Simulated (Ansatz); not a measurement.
Geometry optimisation, RKS PBE/def2-SVP (Ansatz).

input.yaml

```yaml
crystal:
  periodic: [false, false, false]
  atoms:
    - { symbol: C, position_ang: [-0.4197, -2.948, -0.0286] }
    - { symbol: C, position_ang: [0.2549, -1.854, 0.1772] }
    - { symbol: C, position_ang: [0.9487, -0.7888, 0.378] }
    - { symbol: C, position_ang: [1.1494, 0.3983, -0.5451] }
    - { symbol: Si, position_ang: [0.0448, 1.8589, -0.0728] }
    - { symbol: "N", position_ang: [-1.625, 1.5475, -0.0808] }
    - { symbol: H, position_ang: [-0.206, -3.8456, 0.4396] }
    - { symbol: H, position_ang: [-1.2776, -2.8401, -0.7209] }
    - { symbol: H, position_ang: [1.5829, -0.7355, 1.342] }
    - { symbol: H, position_ang: [2.1287, 0.6974, -0.5658] }
    - { symbol: H, position_ang: [0.7928, 0.0797, -1.5373] }
    - { symbol: H, position_ang: [0.3577, 2.2919, 1.3493] }
    - { symbol: H, position_ang: [0.2152, 3.0406, -0.9757] }
    - { symbol: H, position_ang: [-2.1549, 2.3281, 0.342] }
    - { symbol: H, position_ang: [-1.8138, 0.7187, 0.5281] }
basis:
  gaussian: { orbitals: def2-SVP }
hamiltonian:
  xc: pbe
relax:
  f_tol: 0.015
  max_steps: 40
```

Command:

```bash
$ ansatz run input.yaml --threads 2 --pin off --max-ram 3072MiB --backend cpu --events-out ev --progress --plain --runs-dir out
```

**Question.** Where does it end, and by what steps?

**Answer.** It converged. After 17 steps the energy has fallen by 2.146 eV; H8 moved furthest, 0.94 Å.

```json
{"step": "0", "energy less start (eV)": "0.0000", "largest force component (eV/Å)": "3.316", "accepted": "yes"}
{"step": "1", "energy less start (eV)": "-1.1396", "largest force component (eV/Å)": "1.104", "accepted": "yes"}
{"step": "2", "energy less start (eV)": "-1.6382", "largest force component (eV/Å)": "0.892", "accepted": "yes"}
{"step": "3", "energy less start (eV)": "-1.9026", "largest force component (eV/Å)": "0.519", "accepted": "yes"}
{"step": "4", "energy less start (eV)": "-2.0653", "largest force component (eV/Å)": "0.529", "accepted": "yes"}
{"step": "5", "energy less start (eV)": "-2.1161", "largest force component (eV/Å)": "0.343", "accepted": "yes"}
{"step": "6", "energy less start (eV)": "-2.0728", "largest force component (eV/Å)": "1.569", "accepted": "no"}
{"step": "7", "energy less start (eV)": "-2.1354", "largest force component (eV/Å)": "0.121", "accepted": "yes"}
{"step": "8", "energy less start (eV)": "-2.1229", "largest force component (eV/Å)": "0.456", "accepted": "no"}
{"step": "9", "energy less start (eV)": "-2.1408", "largest force component (eV/Å)": "0.112", "accepted": "yes"}
{"step": "10", "energy less start (eV)": "-2.1444", "largest force component (eV/Å)": "0.074", "accepted": "yes"}
{"step": "11", "energy less start (eV)": "-2.1446", "largest force component (eV/Å)": "0.116", "accepted": "yes"}
{"step": "12", "energy less start (eV)": "-2.1456", "largest force component (eV/Å)": "0.054", "accepted": "yes"}
{"step": "13", "energy less start (eV)": "-2.1458", "largest force component (eV/Å)": "0.042", "accepted": "yes"}
{"step": "14", "energy less start (eV)": "-2.1460", "largest force component (eV/Å)": "0.022", "accepted": "yes"}
{"step": "15", "energy less start (eV)": "-2.1461", "largest force component (eV/Å)": "0.015", "accepted": "yes"}
{"step": "16", "energy less start (eV)": "-2.1460", "largest force component (eV/Å)": "0.024", "accepted": "no"}
{"step": "17", "energy less start (eV)": "-2.1461", "largest force component (eV/Å)": "0.006", "accepted": "yes"}
```

```xyz
15
Properties=species:S:1:pos:R:3
C -0.474 -2.931 -0.023
C 0.207 -1.830 0.222
C 0.912 -0.736 0.459
C 1.132 0.405 -0.505
Si 0.105 1.932 -0.012
N -1.577 1.470 -0.090
H 0.019 -3.837 -0.420
H -1.561 -2.998 0.158
H 1.355 -0.624 1.468
H 2.204 0.702 -0.515
H 0.850 0.115 -1.538
H 0.621 2.401 1.336
H 0.315 3.065 -0.984
H -2.290 2.192 0.045
H -1.839 0.625 0.429
```

Whether the end is a true minimum wasn't checked by a vibrational analysis.

The run took 37 s on 2 threads of Intel(R) Xeon(R) Platinum 8488C (Sapphire Rapids), with other jobs on the host, peak memory 0.2 GiB.
